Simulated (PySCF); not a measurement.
Ga(F)2(NH2), H2F2GaN, SMILES [F][Ga]([NH2])[F], PBE0/def2-SVP optimised geometry. Atoms within 1.6 Å of the plane z = 1.0 Å (x, y, z in Å): Ga1 (0.11, -0.43, 0.00), F2 (-0.65, -1.99, 0.04), F3 (1.85, -0.43, 0.00), N4 (-0.84, 1.08, 0.00), H5 (-0.42, 1.99, -0.10), H6 (-1.85, 1.09, -0.07).

Method: PBE0/def2-TZVP (PySCF 2.14.0).

Map of the electrostatic potential (hartree/e), clipped to [-0.08, 0.12] on the plane z = 1.0 Å:

```
|-----------======------------::|
|----------========-----------::|
|---------==========---------:::|
|--------===========--------::::|
|-----===============------:::::|
|---======-====+=====------:::::|
|--======----========-----::::::|
|-=======-----=======----:::::::|
|-=======-------=====---::::::::|
|-========-------====---::::::::|
|-====++==-------====--:::::::::|
|-====++==--==--=+++==-::......:|
|-====++==---==+*###+=-:........|
|-========--==*%@@@@#=-..   ....|
|--=========+#@@@@@@%+-.     ...|
|---=======+#@@@@@@@@*-:.    ...|
|-----====+*@@@@@@@@@#=:.     ..|
|-------==+*@@@@@@@@@#=:.     ..|
|--------==*%@@@@@@@@*-:.     ..|
|----------=*@@@@@@@@+-.      ..|
|--::::::::-=*%@@@@@#=:.     ...|
|:::::::...::=+#%%%#+-:..   ....|
|::::::... .:-===++==-:.........|
|:::::...   .:::::---::.........|
|:::::...    .....:::::.........|
|:::::...         ..:::........:|
|:::::...         ............::|
|:::::....        .........:::::|
|:::::.....      .......::::::::|
|:::::.......  ........:::::::::|
|::::::...............::::::::::|
```
Scale: ten equal steps from -0.049 (start of ' ') to 0.120 (end of '@'), in the order ' .:-=+*#%@'; x runs from -4.00 to 4.00, y from -4.00 (bottom) to 4.00 (top).
